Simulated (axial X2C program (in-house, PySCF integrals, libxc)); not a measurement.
Low determinants of SiI⁻ at the PBE0 level, with spin–orbit coupling

Calculated with an axial X2C code built on PySCF integrals. Two-component (2c) means X2C with spin–orbit coupling and atomic mean-field two-electron Coulomb and Gaunt terms. Basis: I dyall-acv3z [12s13p9d5f1g], Si dyall-av3z [9s8p3d2f] (cores contracted in-house); Gaussian nuclei, density fitting, unrestricted open shells. Masses: I 126.904 u, Si 27.977 u.

Search at 2.666 Å (vertical energies from the lowest determinant):

| ΔE (eV) | state | electrons beyond evenly filled partner blocks | electrons in ±ω = 1/2, 3/2, 5/2, 7/2 |
| --- | --- | --- | --- |
| 0.00 | Ω = 1 | ω = -1/2, ω = 3/2 | 45 19 4 0 |
| 0.70 | Ω = 0 | none | 46 18 4 0 |
| 0.75 | Ω = 2 | ω = 1/2, ω = 3/2 | 45 19 4 0 |
| 0.80 | Ω = 0 | none | 44 20 4 0 |
| 1.81 | Ω = 1 | 2 × ω = 1/2 | 46 18 4 0 |
| 2.78 | Ω = 3 | 2 × ω = 3/2 | 44 20 4 0 |
| 4.38 | Ω = 3 | 2 × ω = 3/2 | 46 18 4 0 |

Lowest determinant, Ω = 1 (⟨Sz⟩ = 1.00, ⟨Lz⟩ = 0.00 at PBE0): Re = 2.652 Å, ωe = 246.5 cm⁻¹.

The determinant in row 2 of the search, Ω = 0 (closed shell), was followed along the bond at PBE0; measured from the minimum of the lowest determinant it gives:

Te = 0.687 eV (5544 cm⁻¹), Re = 2.609 Å, ωe = 264.3 cm⁻¹.

(1) Compare the bond of the determinant in row 2 with that of the lowest one.

The search compares states at one distance, so a state with another bond length can lie lower; it is not exhaustive and yields mostly the lowest determinant of each block pattern, so other components and higher states of one pattern are missing. These are energies of single determinants, not of spin-adapted states; PBE0 term energies can be off by some tenths of an eV, and the functional has no current term. Open-shell Ω = 0 determinants with evenly filled partner blocks cannot be reached by this program, so the Ω shown need not be the lowest component. The lowest determinant need not be the ground state where others lie within half an eV. A closed-shell Ω = 0 row of a π² shell mixes the 0⁺ component of the triplet with ¹Σ⁺ and matches no level; 0⁺ can lie lowest. For an anion, determinants above electron detachment are held by the basis set. The highest occupied level of some functionals is positive through self-interaction error; at Hartree–Fock it is bound. Row 1 has a positive highest level at its minimum. Row 2 has a positive highest level at its minimum.

Results:

(1) At PBE0 its Re is 0.043 Å shorter and its force constant, which goes as ωe², is 1.15 times that of the lowest determinant. T0 ≈ Te + Δωe/2 = 5544 + (9) = 5553 cm⁻¹.
